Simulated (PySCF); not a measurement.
These are PBE-D3(BJ)/def2-TZVP // PBE0-D3(BJ)/def2-TZVP (PySCF) values and carry that method's errors. Isolated molecules, 0 K electronic values unless said otherwise. Excitations are Tamm–Dancoff values on a coarser integration grid. The basis has no diffuse functions, so Rydberg states are missing or too high.

Reference species (SMILES): `IB(I)I` (neutral, multiplicity 1).

```yaml
HOMO: -6.25 eV
S1 oscillator strength: 0.000
brightest of the four lowest singlets (TDA): 4.33 eV
```

After one change: the HOMO rises by 0.17 eV; the S1 oscillator strength hardly moves; the brightest of the four lowest singlets (TDA) rises by 0.86 eV.

Problem. Name the change that produced these shifts. The new species is one of these.
(A) `CB(C)I`
(B) `CB(C)C`
(C) `CB(I)I`

Solution. A, `CB(C)I`
